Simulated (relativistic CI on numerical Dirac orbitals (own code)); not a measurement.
# Hf IV: what numerical and physical settings do to a radial Dirac CI calculation

Reference input:

```
atom Hf  Z=72  charge=3  electrons=69
nucleus A=180  rms_radius_fm=5.3470
hamiltonian dirac-coulomb  breit=on  qed=on  c_scale=1
orbitals kli  potential=per-configuration
slater_scale 1
correlation none
mixing on
grid step=0.0125 r_max=64.9
scf mixing=0.4 start=green max_iterations=150 tolerance=2e-08 node_fill=0.05
configurations
  [Xe] 4f14 5d
  [Xe] 4f14 6s
end
```

Computed lowest total energy -15061.06489 Ha, first excitation 3930.1 cm⁻¹, 25 SCF steps. Runs with settings changed; * marks those that are bad on purpose:

```tsv
Changed	Outcome	Lowest level	ΔE (Ha)	First excitation (cm⁻¹)	SCF steps	Message
node fill of the KLI weights 0.5, nuclear radius 4.8123 fm, QED terms off	converged	5d 2D_3/2	-10.8	4328.5	26	
node fill of the KLI weights 0.01	converged	5d 2D_3/2	0.00463	3877.6	26	
node fill of the KLI weights 0.2	converged	5d 2D_3/2	0.00803	4098.1	26	
SCF mixing 0.9, node fill of the KLI weights 0	converged	5d 2D_3/2	0.0064	3863.9	32	
node fill of the KLI weights 5 *	converged	5d 2D_3/2	0.898	5209.1	28	
grid step 0.15 *	converged	5d 2D_3/2	0.161	3893.3	26	orbitals of one symmetry overlap by 2.2e-04
```

With so few configurations and no correlation, terms lie too far apart (by 10 to 50 % near neutrality), their order can be wrong, and levels of other configurations are missing.
